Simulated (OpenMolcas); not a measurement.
# C3H12GaN (SMILES C[Ga-](C)(C)[NH3+]): the vertical ionisation energy from total energies

The species is C3H12GaN (17 atoms), meant as a singlet with charge 0. As SMILES, `C[Ga-](C)(C)[NH3+]`. The coordinates come from a PBE0-D4/def2-TZVP relaxation.

Both states at this one shape; open shells run unrestricted unless said. 1 Eh = 27.2114 eV.

```tsv
level	program	singlet C3H12GaN (Eh)	doublet C3H12GaN+ (Eh)	HOMO of the first (eV)
BLYP/6-31G* (spherical functions)	OpenMolcas	-2100.828518	-2100.536567	-4.95
PBE/6-31G* (spherical functions)	OpenMolcas	-2100.334070	-2100.035572	-5.13
revPBE/6-31G* (spherical functions)	OpenMolcas	-2100.681618	-2100.384808	-5.10
TPSS/6-31G* (spherical functions)	OpenMolcas	-2100.909107	-2100.609490	-5.26
```

**Question.** Work out the vertical ionisation energy at each level.

**Answer.** 
1. BLYP/6-31G* (spherical functions): -2100.536567 − (-2100.828518) = 0.291951 Eh = 7.94 eV; −ε(HOMO) = 4.95 eV.
2. PBE/6-31G* (spherical functions): -2100.035572 − (-2100.334070) = 0.298498 Eh = 8.12 eV; −ε(HOMO) = 5.13 eV.
3. revPBE/6-31G* (spherical functions): -2100.384808 − (-2100.681618) = 0.296810 Eh = 8.08 eV; −ε(HOMO) = 5.10 eV.
4. TPSS/6-31G* (spherical functions): -2100.609490 − (-2100.909107) = 0.299617 Eh = 8.15 eV; −ε(HOMO) = 5.26 eV.

No measured value is set beside it here; the levels span 7.94 to 8.15 eV. In semi-local functionals −ε(HOMO) lies far under the ionisation energy, a result of self-interaction, while the difference of totals does much better. All-electron rows are non-relativistic unless named.
